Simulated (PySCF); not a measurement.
BClH2OS, SMILES OB(S)Cl.

Geometry: B3LYP-D3(BJ)/def2-SVP. Other conformers were not sampled.

Computed with PySCF with B3LYP-D3(BJ)/def2-SVP.

Frequencies are harmonic and unscaled.

| mode | ν (cm⁻¹) | IR (km/mol) | moving atoms (share of kinetic energy) |
|---|---|---|---|
| 1 | 237 | 0.3 | Cl 36 %, S 36 %, O 15 %, B 10 % |
| 2 | 348 | 11.7 | O 48 %, S 18 %, Cl 17 %, H 14 % |
| 3 | 363 | 34.7 | H 94 % |
| 4 | 475 | 11.8 | B 54 %, H 40 % |
| 5 | 541 | 13.0 | Cl 29 %, O 28 %, S 23 %, B 11 %, H 9 % |
| 6 | 546 | 105.8 | H 53 %, B 30 %, O 15 % |
| 7 | 810 | 68.4 | H 67 %, B 14 %, S 13 % |
| 8 | 875 | 140.4 | H 56 %, B 32 % |
| 9 | 1125 | 325.5 | H 47 %, B 39 %, O 11 % |
| 10 | 1378 | 270.9 | B 68 %, O 28 % |
| 11 | 2673 | 0.6 | H 97 % |
| 12 | 3835 | 105.9 | H 94 % |
